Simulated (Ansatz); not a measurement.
2-methylidenethietane (C₄H₆S), SMILES C=C1CCS1.

Geometry: B3LYP-D3(BJ)/def2-SVP.

Two levels are set side by side: PBE/def2-SVPD (Ansatz, a first-principles code) and CAM-B3LYP/def2-SVPD (Ansatz). Energy differences of separate SCF runs at the same geometry; the states with an electron removed or added have multiplicity 2 and 2. Differences are taken from unrounded values.

| quantity | CAM-B3LYP | PBE | PBE minus CAM-B3LYP |
|---|---|---|---|
| vertical ionisation energy (eV) | 8.26 | 8.07 | -0.20 |
| vertical singlet–triplet gap (eV) | 3.81 | 3.72 | -0.09 |
